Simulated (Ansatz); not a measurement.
Program: Ansatz. Geometries: PBE0-D4/def2-TZVP. ΔE: electronic, gas phase. CBS: MP2 limit from def2 TZ/QZ plus the TZ coupled-cluster correction, frozen cores. DFT in def2-TZVPP. B3LYP here is the variant with VWN-RPA as its local correlation; programs differ in this. For Ge outer-core shells are correlated without core-valence functions, which leaves a few kJ/mol of doubt a bond. Scalar relativity is left out up to krypton. One conformer a species, not always the lowest.

Reaction (redistribution): `[BH2][Al]([CH3])[SiH2]F` + `[NH2][GeH]([F])[Cl]` → `[BH2][Al]([CH3])[NH2]` + `F[SiH2][GeH]([F])[Cl]`

`[BH2][Al]([CH3])[SiH2]F`:

Z-matrix (Å, degrees):
```
C
Al 1 1.962
H 1 1.092 2 113.5
H 1 1.095 2 110.2 3 121.1
H 1 1.095 2 110.6 3 -121.6
Si 2 2.481 1 116.6 3 177.8
B 2 2.113 1 125.8 3 -2.4
F 6 1.618 2 110.9 1 -179.9
H 6 1.494 2 113.2 1 60.5
H 6 1.494 2 113.2 1 -60.2
H 7 1.200 2 122.8 1 91.5
H 7 1.200 2 122.7 1 -90.9
```

`[NH2][GeH]([F])[Cl]`:

```xyz
7

N    -0.686   -0.032    0.969
Ge    0.243   -0.178   -0.570
F     0.463    1.355   -1.356
Cl    2.204   -0.828   -0.055
H    -0.191    0.420    1.725
H    -1.615    0.356    0.882
H    -0.418   -1.092   -1.595
```

`[BH2][Al]([CH3])[NH2]`:

Cartesian coordinates in Å:
```
B -1.728 0.799 -1.050
Al -0.062 0.134 0.100
C 1.093 -1.355 -0.435
N 0.314 0.964 1.626
H -2.836 0.353 -0.920
H -1.642 1.634 -1.909
H 1.895 -1.536 0.286
H 0.523 -2.284 -0.538
H 1.560 -1.168 -1.408
H 1.080 0.720 2.233
H -0.196 1.740 2.015
```

`F[SiH2][GeH]([F])[Cl]`:

```xyz
8

F     1.163    1.661    0.988
Si    0.659    0.150    1.071
Ge   -0.585   -0.336   -0.920
F     0.502   -0.250   -2.274
Cl   -2.036    1.211   -1.235
H     1.834   -0.749    1.171
H    -0.229   -0.003    2.248
H    -1.309   -1.685   -1.050
```

```csv
level,ΔE (kJ/mol),difference from CCSD(T)/CBS
r2SCAN-D4,-76.8,0.5
PBE0-D4,-70.9,6.4
B2PLYP,-79.7,-2.4
PBE,-70.7,6.6
r2SCAN,-76.7,0.6
B3LYP,-81.0,-3.7
HF/def2-TZVPP,-73.8,3.5
MP2/def2-TZVPP,-77.6,-0.3
SCS-MP2/def2-TZVPP,-77.0,0.3
CCSD/def2-TZVPP,-73.7,3.6
CCSD(T)/def2-TZVPP,-73.0,4.3
HF/def2-QZVPP,-75.6,1.7
MP2/def2-QZVPP,-80.7,-3.4
SCS-MP2/def2-QZVPP,-79.7,-2.4
HF/CBS(def2),-75.8,1.5
CCSD/CBS(def2),-78.0,-0.7
CCSD(T)/CBS,-77.3,0
```

Largest T1 diagnostic among the species: 0.012.

CCSD(T)/CBS has its own doubt, a few kJ/mol and more with outer-core shells, so smaller differences from it don't rank the levels.
